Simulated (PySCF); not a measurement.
Species: SiCl2Me2, C2H6Cl2Si.
SMILES: `C[Si](C)(Cl)Cl`

The closed-shell ground state was solved at several levels (PySCF, density fitting, gas phase, non-relativistic). Isolated species at its PBE0-D3(BJ)/def2-SVP geometry, gas phase.

```
           level  basis functions  total energy (Eh)  HOMO (eV)  LUMO (eV)  gap (eV)  dipole (D)
   PBE0/pcSseg-1              136         -1289.2707      -8.76       0.87      9.63        2.77
wB97X-D/pcSseg-1              136         -1289.7635     -10.67       2.62     13.29        2.81
```

**Question.** Estimate the row for PBE0/def2-SVPD, a basis of 166 functions; the other rows only guide the guess.

**Answer.** Total energy -1288.9137 Eh, HOMO -8.72 eV, LUMO 0.22 eV, gap 8.94 eV, dipole 2.59 D.

**Question.** Over all these levels, which gives the widest orbital gap and which the narrowest?

**Answer.** wB97X-D/pcSseg-1 (range-separated hybrid) has the widest, 13.29 eV, and PBE0/def2-SVPD (global hybrid, 25 % exact exchange) the narrowest, 8.94 eV. Functional and basis both differ between the two, so the spread mixes both effects.

**Question.** How far do the dipole and the HOMO energy spread over the levels?

**Answer.** The dipole runs from 2.59 to 2.81 D (mean 2.72 D) and the HOMO from -10.67 to -8.72 eV.

The pairwise dispersion term of wB97X-D wasn't added to the energies; at a given geometry it leaves orbitals and properties as they are.
